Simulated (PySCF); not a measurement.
**Orbital energies and ionisation energy**

C3H10O4SSi.
Numbering: `[CH3:1][O:2][SiH2:3][O:4][CH2:5][S:6]([CH3:7])(=[O:8])=[O:9]` (hydrogens: H10, H11, H12 on C1; H13, H14 on Si3; H15, H16 on C5; H17, H18, H19 on C7)

Cartesian coordinates in Å at the PBE0-D3(BJ)/def2-SVP level; atoms count from 1:
```
atom  x, y, z in Å
C1     3.4800   -0.3271   -0.2206
O2     2.5363   -0.5940   -1.2191
Si3    0.9248   -0.8604   -0.9687
O4     0.2980    0.5859   -0.3370
C5    -0.8733    1.1758   -0.7232
S6    -2.2856    0.1467   -0.2228
C7    -2.2563    0.1834    1.5579
O8    -1.9133   -1.2139   -0.6331
O9    -3.5138    0.7722   -0.7007
H10    4.4882   -0.3861   -0.6581
H11    3.3484    0.6842    0.2032
H12    3.4263   -1.0563    0.6097
H13    0.3436   -1.1283   -2.3014
H14    0.7690   -1.9238    0.0574
H15   -1.0199    1.2575   -1.8179
H16   -0.9987    2.1709   -0.2674
H17   -1.2477   -0.0901    1.8932
H18   -2.5497    1.1814    1.9059
H19   -2.9870   -0.5711    1.8786
```

Level: wB97X-D/def2-SVPD (PySCF). Frontier orbitals with their largest atomic shares (Löwdin; up to four atoms above 4 %):

```tsv
orbital	ε (eV)	main atoms
HOMO−3	-10.97	O9 45 %, O8 35 %, S6 6 %
HOMO−2	-10.73	O2 29 %, O8 11 %, O4 11 %, Si3 10 %
HOMO−1	-10.37	O2 53 %, C1 13 %, Si3 8 %, H14 6 %
HOMO	-10.03	?
LUMO	1.69	S6 21 %, Si3 12 %, C7 8 %, O4 8 %
LUMO+1	2.06	S6 22 %, Si3 17 %, C1 9 %, O2 6 %
LUMO+2	2.35	Si3 22 %, S6 21 %, O2 9 %, H14 8 %
```

Q: What vertical ionisation energy does ΔSCF give, and how far is −ε(HOMO) from it?

A: ΔSCF: 10.18 eV (983 kJ/mol; threshold wavelength 122 nm); ⟨S²⟩ of the doublet left behind is 0.758, against 0.75 for a pure doublet. −ε(HOMO) is 10.03 eV, 0.15 eV below it. For the exact functional −ε(HOMO) would equal the first vertical ionisation energy; wB97X-D (range-separated hybrid) comes within 0.15 eV of that here. Holes in the HOMO−1 and HOMO−2 were tried too where these lie within 1.2 eV of the HOMO; the lowest converged state counts.

Q: On which atoms does the HOMO lie?

A: O4 (silyl ether oxygen) 21 %, O9 (sulfonyl oxygen) 21 %, O8 (sulfonyl oxygen) 15 %, C5 (sp3 carbon bound to oxygen) 12 %, so no atom holds as much as 40 %. The HOMO−1 lies 0.34 eV lower.

Q: Shift the occupied levels rigidly so that −ε(HOMO) equals the ΔSCF value. What binding energies result?

A: The shift is +0.15 eV: HOMO 10.18, HOMO−1 10.52, HOMO−2 10.88, HOMO−3 11.12 eV. A rigid shift is only a rough guide to the deeper ionisations.

Q: How many of the 10 lowest singlet excitations (vertical TDDFT, same level) lie below the ionisation energy?

A: All 10; they run from 7.61 to 8.78 eV.

Q: With α = 95.6 au, estimate the like-pair dispersion coefficient by London's formula C6 = (3/4)α²I.

A: I = 0.3743 Eh, so C6 ≈ 2570 au, a rough estimate.

Q: What total energies stand behind the ΔSCF value?

A: E(N) = -1108.27572 Eh and E(N − 1) = -1107.90146 Eh at the same geometry, 0.37426 Eh apart.

One conformer (not necessarily the lowest) at the PBE0-D3(BJ)/def2-SVP geometry, without solvent, vibrations or thermal averaging.

The pairwise dispersion term of wB97X-D wasn't added to the energies; at a given geometry it leaves orbitals and properties as they are.
